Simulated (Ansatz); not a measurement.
Cost and result up the ladder for Hg3O2 (5 atoms). The state is a singlet with charge 0. Geometry: PBE-D4/def2-SVP.

```xyz
5

Hg   -0.248    1.879   -2.878
Hg    0.169   -1.269    1.947
Hg   -0.045    0.328   -0.506
O    -0.884   -1.611    0.057
O     1.008    0.673    1.380
```

Ansatz on 4 threads of Intel Xeon on a shared host. Times are rough, and most runs start from the orbitals of an earlier one. No level here is sound enough to serve as a yardstick. Binding counts from free atoms at the same level (Hg singlet, O triplet; other spins of the atoms weren't run), without zero-point energy or a counterpoise term.

In the def2 sets Hg takes a core potential; there is no spin–orbit coupling. B3LYP takes the VWN-RPA correlation. HSE06 is defined as in plane-wave codes, on full-range PBE exchange. Correlated methods freeze 2 core orbitals; core or outer-core shells of Hg are correlated, in sets that lack core-valence functions. The rows differ in basis, and correlated rows in double-zeta sets carry the largest basis error. Another isomer (singlet) lies 1.88 eV lower at PBE0-D4/def2-TZVP; other spin states weren't run for this one.

Correlated methods converge slowly with the basis, most of all in double-zeta sets.

```
                         level  functions  wall time  binding energy per atom (eV)                                    remarks
               PBE-D4/def2-SVP        124      3.5 s                          0.65              restricted SCF unstable in HF
              PBE0-D4/def2-SVP        124        6 s                          0.30              restricted SCF unstable in HF
PBE-D4/def2-TZVP (with forces)        191        8 s                          0.73              restricted SCF unstable in HF
            B3LYP-D4/def2-TZVP        191        9 s                          0.40              restricted SCF unstable in HF
            HSE06-D4/def2-TZVP        191       10 s                          0.40              restricted SCF unstable in HF
        CAM-B3LYP-D4/def2-TZVP        191       11 s                          0.38              restricted SCF unstable in HF
           r2SCAN-D4/def2-TZVP        191       11 s                          0.57              restricted SCF unstable in HF
             PBE0-D4/def2-TZVP        191       13 s                          0.40              restricted SCF unstable in HF
                 MP2/def2-TZVP        191       30 s                          0.50                    restricted SCF unstable
              CCSD(T)/def2-SVP        124    2.7 min                          0.20  large T1 (0.037), restricted SCF unstable
```
